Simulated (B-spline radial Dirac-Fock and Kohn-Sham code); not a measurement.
# Dipole and non-dipole photoemission parameters of Ca 3p1/2

System: the Ca atom, 1s2 2s2 2p6 3s2 3p6 4s2; threshold 33.22 eV (orbital energy of the model). Calculated with a radial B-spline solver, using Dirac-Hartree-Slater photoionisation with a Latter tail; cross sections with all multipoles, angular parameters from the dipole term and its interference with E2.

Input file task.json (cfg lists n, l and occupation; rrms is the nuclear radius in fm):

```json
{"items": [{
  "Z": 20,
  "q": 0,
  "cfg": [[1, 0, 2], [2, 0, 2], [2, 1, 6], [3, 0, 2], [3, 1, 6], [4, 0, 2]],
  "A": 40,
  "rrms": 3.4776,
  "do": "xps",
  "hv": [60.5, 80, 100, 102.0, 115.0, 117.0, 150, 171.0, 186.0, 237.0, 277.0, 300, 501.0, 639.0, 667.0, 722.0, 919.0, 1000, 1253.6, 1650.0, 1950.0, 2040.0, 2460.0, 4400.0, 4680.0, 5414.7, 7870.0, 8047.8, 8770.0, 9750.0],
  "edges": {"K": 4038.5, "L1": 438.4, "L2": 349.7, "L3": 346.2}
}]}
```

Run with: `python xray2_run.py task.json out`

```
hν (eV)   σ (kb)       β       γ       δ
   60.5      340  -0.143   0.126   0.013
     80      434   0.718   0.117  -0.003
    100      437   1.121   0.055  -0.005
    102      434   1.147   0.050  -0.005
    115      408   1.280   0.023  -0.004
    117      403   1.296   0.020  -0.004
    150      321   1.467  -0.014  -0.002
    171      273   1.525  -0.020   0.000
    186      243   1.554  -0.021   0.001
    237      167   1.608  -0.008   0.003
    277      127   1.625   0.010   0.004
    300      109   1.628   0.023   0.004
    501     37.4   1.595   0.141   0.009
    639     21.2   1.550   0.217   0.012
    667     19.1   1.541   0.231   0.013
    722     15.8   1.522   0.258   0.014
    919     8.58   1.457   0.345   0.019
   1000     6.89   1.432   0.377   0.022
 1253.6     3.76   1.357   0.465   0.029
   1650     1.74   1.255   0.577   0.041
   1950     1.07   1.187   0.645   0.050
   2040    0.935   1.168   0.664   0.053
   2460    0.532   1.088   0.741   0.067
   4400   0.0835   0.827   0.960   0.127
   4680        ?       ?       ?       ?
 5414.7   0.0418   0.736   1.029   0.156
   7870   0.0116   0.584   1.154   0.219
 8047.8   0.0107   0.575   1.162   0.223
   8770  0.00795   0.542   1.192   0.240
   9750  0.00547   0.503   1.230   0.262
```

Q: Give the values at 4680 eV.

A: σ = 0.0681 kb, β = 0.800, γ = 0.981, δ = 0.135.
